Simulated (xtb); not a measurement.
Al(Me)(NHMe)(OH) (C₂H₈AlNO), SMILES [OH][Al]([CH3])[NH]C. All values are semi-empirical tight-binding results from xtb (GFN2-xTB unless named), good for trends rather than for accurate numbers. Coordinates come from a GFN2-xTB optimisation. The structure was generated by enumeration; whether it is a known compound was not checked. Other conformers were not sampled.

For metal compounds this method's bond lengths and energies can be far off.

| Property | Result |
|---|---|
| orbital gap | 3.61 eV |
| zero-point energy | 62.6 kcal/mol |
| G − E(el) at 298.15 K (modified RRHO) | 41.7 kcal/mol |
